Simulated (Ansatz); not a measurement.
Isomers of C4H4. All species are isolated molecules in the gas phase. Strings in code marks are SMILES.

Quantity: electronic energy of isomers of C4H4 relative to `C#CC=C`, in eV. The restricted reference of `C#CC=C`, `C=C=C=C` and `C1=CC=C1` is unstable towards unrestricted orbitals.

A: `C=C1C=C1`
B: `C1=CC=C1`
C: `C=C=C=C`

Problem. Rank these by electronic energy of isomers of C4H4 relative to `C#CC=C` (lowest first), as frozen-core MP2/cc-pVTZ // PBE-D3(BJ)/def2-TZVP (Ansatz, an electronic-structure program) gives it.

Solution. C (0.50 eV), A (1.05 eV), B (1.61 eV)
